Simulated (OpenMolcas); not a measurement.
Ni2+ with 6 ligands (sulfide) in octahedral coordination (Oh). A charge of +1.67 e stands 3.2 Å behind each ligand. Ligand basis ANO-RCC-VDZP.

```
Program             : OpenMolcas
Method              : CASSCF
Basis               : ANO-RCC-VDZP [5s4p2d1f]
Scalar Hamiltonian  : DKH2, point nucleus
Active space        : 8 electrons in 5 orbitals (3d)
State averaging     : 2S+1 = 3 even, 10 roots; 2S+1 = 1 even, 15 roots
Spin-orbit coupling : state interaction with AMFI integrals over the reference wave functions
```

All ligands move together. At R = 2.31 Å the first state of the same spin is 3482 cm-1, and at R = 2.54 Å it is 1985 cm-1.

Task: A third run gives 2366 cm-1. What distance was it run at?

Result: With a power law R^-n the two known points give n = -ln(1985 / 3482) / ln(2.54 / 2.31) = 5.92. Then R = 2.31 × (3482 / 2366)^(1/5.92) = 2.466 Å. The run was at 2.47 Å, so the estimate is off by -0.004 Å.

Without dynamic correlation the repulsion within the d shell is too large (B by tens of per cent), so at a given field states of lower spin stand too high. The sulfide ions are held by bare point charges, a crude embedding. Ligand-to-metal charge-transfer states are missing. With oxide or sulfide held by bare charges the field of late divalent 3d ions can come out several times too small, and g and χT far too large. With no ligand orbital active B as a rule stays too high, so bands that hang on it stand too high and its fall with covalency is understated. With metal d orbitals alone and no dynamic correlation the field as a rule comes out too small, by tens of per cent, by up to half for chloride and softer ligands, and the orbital part of g and χT, which goes as 1/10Dq, too large. No measured value stands beside these numbers; the geometry is a model, was not optimised and need not be the one that this ion takes.
